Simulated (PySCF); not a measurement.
**`InChI=1S/C5H8BrN/c6-4-2-1-3-5-7/h1-4H2`**

Geometry:
| atom | x (Å) | y (Å) | z (Å) |
| --- | --- | --- | --- |
| N1 | 2.790 | 1.767 | 1.534 |
| C2 | 2.388 | 0.798 | 1.044 |
| C3 | 1.844 | -0.399 | 0.411 |
| C4 | 0.575 | -0.122 | -0.397 |
| C5 | -0.573 | 0.401 | 0.451 |
| C6 | -1.832 | 0.708 | -0.328 |
| Br7 | -2.623 | -0.880 | -1.140 |
| H8 | 2.626 | -0.830 | -0.235 |
| H9 | 1.645 | -1.142 | 1.201 |
| H10 | 0.272 | -1.058 | -0.892 |
| H11 | 0.804 | 0.598 | -1.201 |
| H12 | -0.806 | -0.317 | 1.256 |
| H13 | -0.266 | 1.338 | 0.950 |
| H14 | -1.645 | 1.404 | -1.157 |
| H15 | -2.614 | 1.128 | 0.317 |

Computed with PySCF 2.14.0, quadratic response CAM-B3LYP/aug-cc-pVDZ first hyperpolarisability, Taylor convention, gas phase. Geometry: PBE0-D3(BJ)/def2-SVP.

The calculation is non-relativistic, which matters for the atoms heavier than Zn.

Task: Give β for the processes computed.

Result: In au, Taylor convention; the vector part is βᵢ = ⅓ Σⱼ (βᵢⱼⱼ + βⱼᵢⱼ + βⱼⱼᵢ); β∥ is 3/5 of the vector part along the dipole, the dipole points from − to +:
| process | λ (nm) | β vector norm | β∥ | β HRS | depolarisation ratio |
| --- | --- | --- | --- | --- | --- |
| static β(0;0,0) | ∞ | 77.1 | -44.8 | 33.0 | 4.52 |
| second harmonic β(−2ω;ω,ω) | 1907 | 81.7 | -47.5 | 34.8 | 4.55 |
| Pockels β(−ω;ω,0) | 1907 | 78.6 | -45.7 | – | – |
| second harmonic β(−2ω;ω,ω) | 1064 | 93.0 | -54.1 | 39.3 | 4.63 |
| Pockels β(−ω;ω,0) | 1064 | 82.1 | -47.7 | – | – |

Task: Which lowest excitations, dipole and polarisabilities go with it?

Result: S1 6.19 eV (f = 0.002); S2 6.29 eV (f = 0.002); S3 7.12 eV (f = 0.038); dipole 2.04 D; isotropic α 85.9 au static, 86.1 au at 1907 nm, 86.5 au at 1064 nm, 86.7 au at 953.5 nm, 88.6 au at 532 nm.
